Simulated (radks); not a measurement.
Species: Pt LXVI. Configuration: [Ne] 3s2 3p1. Method: scalar-relativistic Kohn-Sham, PBE, spin-polarised, spherical densities, point nucleus; open shells are filled with parallel spins first (spin-orbit coupling, left out, can overturn this in heavy ions); computed with a radial shooting solver on a logarithmic mesh with Libxc functionals. Some entries of the table are withheld. Estimate them.

orbital,occ.,eigenvalue (hartree),<1/r> (bohr^-1)
1s up,1,-3089.704,94.06
1s down,1,-3089.548,94.06
2s up,1,-703.5455,22.33
2s down,1,-703.4208,22.33
2p up,3,-637.4576,19.91
2p down,3,-637.2883,19.91
3s up,1,-286.7525,9.050
3s down,1,-286.1372,9.047
3p up,1,-267.3267,8.346
3p down,0,-266.7196,8.345
3d up,0,(1),7.868
3d down,0,(2),7.875
4s up,0,-153.6314,4.829
4s down,0,-153.3924,4.827
4p up,0,-145.6967,4.544
4p down,0,-145.4638,4.542

Answer. 
(1) 3d up eigenvalue (hartree): -251.6381
(2) 3d down eigenvalue (hartree): -251.1422
